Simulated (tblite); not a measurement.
Compound: C6H5NS.
Bonds: S1–C2 (double), C2–C3, C3–C4 (aromatic), C4–C5 (aromatic), C5–C6 (aromatic), C6–C7 (aromatic), C7–N8 (aromatic), C3–N8 (aromatic). Hydrogens: H9 on C2; H10 on C4; H11 on C5; H12 on C6; H13 on C7.

Computed with GFN2-xTB (tblite), gas phase: L-BFGS steps from a force-field or distance-geometry start until the largest atomic force falls under 0.01 eV/Å.

Geometry at step 3:
```
atom  x, y, z in Å
S1      3.4177   -0.0149   -0.9228
C2      2.1801   -0.8305   -0.2635
C3      0.8170   -0.3620   -0.0783
C4      0.3604    0.9058   -0.4627
C5     -0.9672    1.2442   -0.2373
C6     -1.8107    0.3202    0.3584
C7     -1.2738   -0.9142    0.7108
N8     -0.0147   -1.2406    0.5041
H9      2.3545   -1.8355    0.0941
H10     1.0268    1.6192   -0.9264
H11    -1.3412    2.2182   -0.5277
H12    -2.8499    0.5502    0.5484
H13    -1.9033   -1.6598    1.1852
```

**Question.** What forces act on the atoms?

**Answer.** 
```
atom  Fx (eV/Å)  Fy (eV/Å)  Fz (eV/Å)
  S1     -0.118      0.151     -0.035
  C2     -0.336      0.117      0.072
  C3     -0.209      0.031      0.047
  C4     -0.020      0.137     -0.039
  C5      0.120      0.009     -0.060
  C6      0.026      0.068     -0.020
  C7      0.140      0.032     -0.025
  N8      0.018     -0.118      0.015
  H9     -0.032     -0.171      0.069
 H10      0.069     -0.117      0.021
 H11      0.070     -0.068      0.016
 H12      0.085     -0.034     -0.016
 H13      0.188     -0.036     -0.044
```

The largest, 0.36 eV/Å, acts on C2; the rms over all components is 0.102 eV/Å. The forces sum to zero within rounding, as they must for an isolated molecule in no field.

**Question.** Give the force on C2 in Eh/bohr and in nN.

**Answer.** 0.363 eV/Å ÷ 51.422 = 0.00706 Eh/bohr, and 0.363 eV/Å × 1.602 = 0.58 nN.

**Question.** How far is this geometry from the end of the optimisation?

**Answer.** 0.024 eV above it, and 0.036 Å rms away after alignment. The bonds farthest from their final lengths, with half the difference of the two atoms' forces along the bond (positive lengthens):

| bond | now (Å) | final (Å) | force along bond (eV/Å) |
| --- | --- | --- | --- |
| C2–C3 | 1.453 | 1.443 | -0.08 |
| C4–C5 | 1.388 | 1.382 | -0.08 |
| C3–N8 | 1.343 | 1.338 | -0.03 |
| C2–H9 | 1.081 | 1.086 | +0.16 |
| C7–N8 | 1.317 | 1.314 | -0.04 |
| C5–H11 | 1.083 | 1.080 | -0.04 |

The angle farthest from its final value is S1–C2–C3, 127.3° against 125.2°.

The cost below is that of the whole relaxation. Hardware: one thread, Arm Neoverse V2 (aarch64), no GPU (shared host). Cost: 0.11 s of wall time.
